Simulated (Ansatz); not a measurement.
Pulling on the Ge1–H2 bond in GeHI (SMILES [GeH][I]) (multiplicity 1 held, fragments rigid). Energies count from the point at 1.601 Å.
Geometry at that point (charge 0, multiplicity 1):
```json
[
 {"atom": "Ge", "x (Å)": "-0.9106", "y (Å)": "-0.7551", "z (Å)": "1.0568"},
 {"atom": "H", "x (Å)": "-1.9308", "y (Å)": "-1.2404", "z (Å)": "-0.0782"},
 {"atom": "I", "x (Å)": "0.5862", "y (Å)": "0.4793", "z (Å)": "-0.6366"}
]
```

Unrestricted levels (U-) break spin symmetry where that is lower. Active spaces are followed from a long bond inwards. Curves can end on different states.

Cores are frozen in the correlated methods. Filled d and f shells under p-block atoms count as core.

Programs: Ansatz (Gaussian orbitals).  In def2 rows elements past Kr take small-core potentials, without spin–orbit coupling.

### Question
What is the computed energy at R = 5.125 Å (U-CCSD/def2-TZVPP)?

### Answer
288 kJ/mol

Doubts at one or more of the structures used: a spin-contaminated determinant (U-CCSD/def2-TZVPP).

Ansatz is an electronic-structure program.
